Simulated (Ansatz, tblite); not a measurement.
Forces on `Sc1ccc(-c2ccc(-c3ccc(-c4ccc(-c5ccc(-c6ccc(S)cc6)cc5)cc4)cc3)cc2)cc1` at its PBE-D4/def2-SVP geometry. The state is a singlet with charge 0.

The xTB rows come from tblite. Single mean-field runs in def2-SVP are fitted with def2-universal-jkfit.

GFN2-xTB (tblite), largest force 0.98 eV/Å:

```xyz
64
positions Å, forces eV/Å
S   -12.347    6.711    0.497    0.366    0.199    0.512
C   -10.775    5.889    0.496    0.823   -0.513   -0.110
C   -10.528    4.939   -0.519    0.249    0.013    0.238
C    -9.306    4.264   -0.572   -0.075    0.103    0.172
C    -8.286    4.500    0.379   -0.422    0.244    0.026
C    -6.993    3.782    0.318    0.416   -0.226   -0.018
C    -6.425    3.394   -0.918    0.169    0.011    0.213
C    -5.203    2.718   -0.976   -0.068    0.149    0.227
C    -4.484    2.396    0.199   -0.397    0.221    0.020
C    -3.187    1.685    0.137    0.399   -0.217   -0.020
C    -2.170    1.927    1.089    0.085   -0.118   -0.236
C    -0.945    1.259    1.029   -0.165    0.019   -0.228
C    -0.671    0.315    0.012   -0.399    0.217    0.020
C     0.630   -0.388   -0.055    0.399   -0.215   -0.020
C     1.205   -0.752   -1.294    0.148   -0.051    0.216
C     2.435   -1.412   -1.358   -0.118    0.059    0.230
C     3.152   -1.745   -0.185   -0.402    0.216    0.021
C     4.456   -2.443   -0.254    0.402   -0.215   -0.021
C     4.853   -3.359    0.748    0.135   -0.024   -0.244
C     6.083   -4.019    0.682   -0.106    0.109   -0.223
C     6.982   -3.796   -0.387   -0.415    0.222    0.022
C     8.285   -4.494   -0.456    0.429   -0.230   -0.017
C     8.997   -4.842    0.715    0.121   -0.013   -0.210
C    10.229   -5.500    0.657   -0.038    0.049   -0.314
C    10.798   -5.839   -0.589   -0.860    0.462   -0.041
S    12.355   -6.671   -0.758   -0.151    0.076    0.654
C    10.100   -5.499   -1.769   -0.178    0.064    0.290
C     8.870   -4.839   -1.697    0.090   -0.104    0.165
C     6.584   -2.879   -1.387   -0.130    0.019    0.234
C     5.353   -2.221   -1.323    0.114   -0.110    0.230
C     2.575   -1.383    1.054   -0.130    0.079   -0.219
C     1.347   -0.721    1.118    0.107   -0.084   -0.230
C    -1.688    0.072   -0.940   -0.086    0.122    0.238
C    -2.915    0.739   -0.878    0.164   -0.014    0.221
C    -5.053    2.784    1.434   -0.178   -0.014   -0.217
C    -6.275    3.458    1.493    0.065   -0.139   -0.227
C    -8.550    5.453    1.389   -0.151   -0.008   -0.189
C    -9.768    6.138    1.451   -0.048   -0.153   -0.278
H   -12.126    7.459    1.613   -0.064   -0.314   -0.457
H   -11.305    4.721   -1.268    0.468    0.191    0.498
H    -9.150    3.509   -1.358   -0.102    0.471    0.480
H    -6.935    3.662   -1.856    0.306   -0.178    0.566
H    -4.775    2.467   -1.958   -0.274    0.145    0.592
H    -2.331    2.684    1.871    0.101   -0.466   -0.456
H    -0.164    1.503    1.765   -0.479   -0.150   -0.429
H     0.684   -0.495   -2.229    0.324   -0.152    0.557
H     2.843   -1.694   -2.340   -0.258    0.166    0.587
H     4.165   -3.587    1.576    0.427    0.142   -0.489
H     6.338   -4.755    1.459   -0.155    0.457   -0.456
H     8.590   -4.566    1.700    0.264   -0.181   -0.603
H    10.759   -5.742    1.591   -0.301    0.121   -0.571
H    12.603   -6.802    0.575   -0.126    0.072   -0.555
H    10.520   -5.765   -2.751   -0.216    0.158    0.658
H     8.335   -4.611   -2.631    0.338   -0.141    0.573
H     7.273   -2.648   -2.214   -0.427   -0.146    0.489
H     5.096   -1.486   -2.101    0.158   -0.455    0.458
H     3.113   -1.610    1.987   -0.327    0.147   -0.556
H     0.922   -0.470    2.101    0.260   -0.162   -0.587
H    -1.527   -0.684   -1.723   -0.101    0.465    0.459
H    -3.696    0.496   -1.614    0.480    0.149    0.429
H    -4.542    2.516    2.372   -0.310    0.179   -0.563
H    -6.704    3.707    2.475    0.273   -0.141   -0.591
H    -7.772    5.687    2.132   -0.493   -0.135   -0.450
H    -9.931    6.883    2.246    0.067   -0.446   -0.474
```

PBE-D4/def2-SVP (Ansatz), largest force 0.02 eV/Å:

```
S 0.000 0.000 0.001
C 0.005 -0.003 -0.001
C -0.003 0.002 0.003
C 0.003 0.000 0.003
C -0.002 0.005 0.001
C 0.002 0.002 0.001
C -0.002 -0.001 0.003
C 0.000 -0.003 0.003
C 0.000 0.002 0.001
C -0.003 0.001 0.001
C 0.001 -0.002 0.001
C -0.003 0.002 0.002
C 0.003 -0.002 0.001
C -0.002 0.000 0.000
C 0.002 -0.001 0.000
C -0.001 0.002 -0.001
C 0.001 -0.001 0.000
C -0.001 0.001 0.000
C 0.002 0.000 0.002
C 0.000 0.000 0.001
C 0.001 0.000 -0.001
C 0.004 -0.003 -0.002
C -0.003 0.001 -0.004
C 0.003 -0.003 -0.005
C -0.006 0.004 -0.003
S 0.004 -0.003 0.023
C 0.005 -0.002 0.006
C -0.004 0.003 0.007
C 0.000 -0.001 -0.001
C 0.000 -0.001 -0.002
C -0.001 0.001 0.000
C 0.001 -0.001 0.000
C -0.003 0.002 -0.002
C 0.003 0.001 -0.002
C 0.001 -0.001 -0.004
C -0.002 0.000 -0.003
C 0.001 -0.008 -0.003
C -0.005 -0.002 -0.004
H -0.001 0.000 -0.001
H 0.005 0.004 0.007
H 0.001 0.006 0.007
H 0.002 0.000 0.005
H -0.001 0.003 0.005
H 0.001 0.000 0.000
H 0.000 0.000 0.000
H 0.000 0.000 0.001
H -0.001 0.000 0.001
H 0.001 0.001 -0.003
H 0.000 0.002 -0.002
H 0.002 -0.001 -0.011
H -0.003 0.001 -0.010
H -0.004 0.002 -0.022
H -0.002 0.001 0.012
H 0.002 -0.001 0.009
H -0.002 -0.001 0.003
H 0.000 -0.001 0.002
H -0.001 -0.001 -0.001
H 0.000 0.000 -0.001
H 0.000 0.000 0.000
H 0.000 -0.001 0.000
H -0.002 0.001 -0.004
H 0.002 -0.001 -0.006
H -0.004 -0.002 -0.007
H -0.001 -0.004 -0.007
```

PBE0-D4/def2-SVP (Ansatz), largest force 0.43 eV/Å:

```
S 0.305 0.056 0.276
C 0.258 -0.161 -0.036
C 0.121 0.085 0.190
C 0.015 0.094 0.167
C -0.316 0.183 0.020
C 0.317 -0.172 -0.015
C 0.055 0.006 0.196
C -0.012 0.043 0.198
C -0.308 0.172 0.015
C 0.306 -0.168 -0.014
C -0.015 -0.100 -0.172
C -0.090 -0.057 -0.170
C -0.306 0.166 0.016
C 0.306 -0.166 -0.016
C 0.059 -0.002 0.191
C -0.034 0.008 0.196
C -0.309 0.165 0.015
C 0.311 -0.165 -0.017
C 0.068 0.055 -0.180
C -0.003 0.093 -0.177
C -0.316 0.170 0.016
C 0.323 -0.174 -0.013
C 0.028 0.005 -0.195
C -0.039 0.016 -0.230
C -0.271 0.146 -0.016
S -0.181 0.098 0.380
C -0.037 0.024 0.241
C 0.032 -0.037 0.189
C -0.065 -0.058 0.181
C 0.005 -0.095 0.177
C -0.039 0.035 -0.193
C 0.018 -0.039 -0.195
C 0.013 0.101 0.172
C 0.090 0.062 0.168
C -0.058 -0.007 -0.196
C 0.009 -0.043 -0.199
C -0.080 -0.068 -0.168
C -0.043 -0.129 -0.191
H -0.061 -0.176 -0.267
H 0.205 0.062 0.199
H -0.039 0.199 0.208
H 0.136 -0.072 0.245
H -0.115 0.068 0.257
H 0.045 -0.196 -0.199
H -0.203 -0.061 -0.187
H 0.138 -0.067 0.240
H -0.110 0.073 0.253
H 0.181 0.058 -0.214
H -0.068 0.193 -0.200
H 0.107 -0.072 -0.263
H -0.145 0.065 -0.251
H -0.057 0.029 -0.342
H -0.108 0.070 0.264
H 0.140 -0.060 0.248
H -0.182 -0.059 0.214
H 0.069 -0.192 0.200
H -0.142 0.061 -0.239
H 0.113 -0.067 -0.253
H -0.045 0.196 0.200
H 0.204 0.060 0.187
H -0.135 0.073 -0.244
H 0.116 -0.066 -0.257
H -0.204 -0.062 -0.198
H 0.045 -0.200 -0.211
```
